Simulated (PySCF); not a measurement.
## Basis and Hamiltonian dependence of the excitation energy of Sc

Sc [Ar] 3d1 4s2 (2D) → Sc [Ar] 4s2 5s1 (2S). Calculated with PySCF 2.14 from differences of total energies of unrestricted determinants, without spin-orbit coupling. Values in eV.

| basis | Hamiltonian | functions | UHF | LDA | PBE0 | MP2 (valence) |
| --- | --- | --- | --- | --- | --- | --- |
| aug-cc-pVDZ | non-relativistic | 59 | 5.511 | 6.608 | 6.481 | 5.492 |
| aug-cc-pVDZ-DK | spin-free X2C | 59 | 5.352 | 6.457 | 6.337 | 5.340 |
| ANO-RCC-VTZP | spin-free X2C | 59 | 6.484 | 7.097 | 7.072 | 6.337 |
| x2c-TZVPPall with one added diffuse shell each of s, p, d, f type | spin-free X2C | 80 | 5.190 | n/a | n/a | n/a |
| aug-cc-pVTZ-DK | spin-free X2C | 93 | 5.160 | 6.303 | 6.130 | 5.154 |
| def2-QZVPPD | non-relativistic | 93 | 5.755 | 6.749 | 6.563 | 5.665 |
| dyall-av2z | non-relativistic | 101 | 5.373 | 6.608 | 6.413 | 5.347 |
| aug-cc-pVTZ with one added diffuse shell each of s, p, d, f, g type | non-relativistic | 118 | 5.351 | 6.496 | 6.318 | 5.339 |
| x2c-QZVPPall with one added diffuse shell each of s, p, d, f, g type | spin-free X2C | 121 | 5.192 | 6.338 | 6.163 | 5.188 |
| aug-cc-pwCVTZ | non-relativistic | 127 | 5.372 | 6.493 | 6.319 | 5.361 |
| aug-cc-pVQZ-DK | spin-free X2C | 140 | 5.176 | 6.308 | 6.137 | 5.179 |

Frozen in the all-electron rows: valence: [Ar].

At MP2 (valence), ANO-RCC-VTZP, def2-QZVPPD lie more than 0.3 eV from the median of the rows with comparable relativity. Of these, ANO-RCC-VTZP, def2-QZVPPD have no diffuse functions of the l that the added or promoted electron needs.

Non-relativistic rows lack the scalar-relativistic shift.
